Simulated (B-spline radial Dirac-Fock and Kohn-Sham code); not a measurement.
**Elastic and transport cross sections of krypton for electrons**

Level of theory: relativistic (Dirac) partial waves in the static field of the Dirac-Fock atom with Furness-McCarthy exchange, without polarisation or absorption potentials; a radial B-spline solver. σ_tr1 and σ_tr2 weight the cross section with 1 − P₁ and 1 − P₂ of cos θ; "backward" is the share scattered beyond 90°.

```
energy (eV)  σ (a₀²)  σ_tr1 (a₀²)  σ_tr2 (a₀²)  σ/σ_tr1  backward (%)
      42000    0.598      0.00504       0.0121      119         0.090
      44700    0.570      0.00454       0.0109      126         0.083
      50000    0.524      0.00375      0.00910      140         0.072
      51000    0.516      0.00363      0.00881      142         0.070
      63800    0.437      0.00249      0.00613      175         0.052
      91500    0.336      0.00136      0.00341      248         0.033
      97400    0.322      0.00122      0.00308      263         0.030
     100000        ?            ?            ?        ?             ?
     128000    0.267     0.000776      0.00198      344         0.021
     136000    0.257     0.000703      0.00180      365         0.019
     200000    0.203     0.000375     0.000978      541         0.011
     300000    0.164     0.000197     0.000522      836        0.0061
```

Task: Fill in the row for 100 keV.

Result: σ = 0.316 a₀², σ_tr1 = 0.00117 a₀², σ_tr2 = 0.00295 a₀², σ/σ_tr1 = 270, backward 0.029 %. The ratio σ/σ_tr1 is roughly the number of elastic collisions that randomise the direction.

Values without a named source are computed, but for edge energies of neutral atoms, which are taken from tables.
